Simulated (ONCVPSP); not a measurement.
# Nd (Z = 60), ONCV: configuration errors across variants

Nd (Z = 60), optimised norm-conserving Vanderbilt (ONCV), made with ONCVPSP 4.0.1 (PBE, fully relativistic). Core [Kr] 4d10 4f3, reference 5s2 5p6 5d1 6s2. Waves: 5s+6s: rc 2.45 bohr, ncon 4, nbas 9, qcut 3.9 1/bohr, 2 projectors; 5p: rc 2.45 bohr, ncon 3, nbas 8, qcut 5.5 1/bohr, 1 projector; 5d: rc 2.65 bohr, ncon 3, nbas 6, qcut 3.6 1/bohr, 2 projectors, debl 1.9 Ha. Local part: polynomial inside 2.10 bohr (lpopt 5, dvloc0 6 Ha). Core correction: Teter function fitted to the true core (icmod 2), fcfact 0.2.

Open shells are filled in proportion to 2j + 1.

All-electron excitation energies from the reference (eV): (1) 5s2 5p6 5d1 6s1 6.265; (2) 5s2 5p6 5d1 6s0 17.698; (3) 5s2 5p6 5d0 6s0 37.184; (4) 5s2 5p6 5d1 6s1 6p1 2.579.

1 further variants failed, have other tests or another functional or relativity, and are left out.

Errors AE − PS in meV (a dash: test not solved or not reliable):

| change | (1) | (2) | (3) | (4) | bound ghosts | GHOST(+) flags above zero |
| --- | --- | --- | --- | --- | --- | --- |
| base | 0.0 | +0.9 | -33 | -17 | none | none |
| d: qcut 4.4 | 0.0 | +1.3 | -40 | -17 | none | none |
| core correction polynomial model core, fcfact 0.7 | -3.1 | -22 | -83 | -19 | none | none |
| p: nproj 2 | 0.0 | +1.1 | -31 | -0.3 | none | none |
| s: qcut 3; p: qcut 4.3; d: qcut 2.8 | -0.2 | -1.2 | -15 | -14 | none | none |
| core correction Teter function fitted to the true core (icmod 2), fcfact 1.18 | 0.0 | +1.3 | -26 | -17 | none | none |
| local potential polynomial inside 2.10 bohr (lpopt 5, dvloc0 9.5 Ha) | 0.0 | +0.7 | -36 | -40 | none | none |
| all radii but the core radius scaled by about 1.20 (s 2.94, p 2.94, d 3.18 bohr); local potential polynomial inside 2.52 bohr (lpopt 5, dvloc0 6 Ha) | -0.7 | -3.9 | -13 | -137 | none | none |

(1) Give the same row for: s: qcut 5.2.

## Answers

(1) +0.5, +4.2, -32, -17; bound ghosts: none; GHOST(+) flags above zero: none.
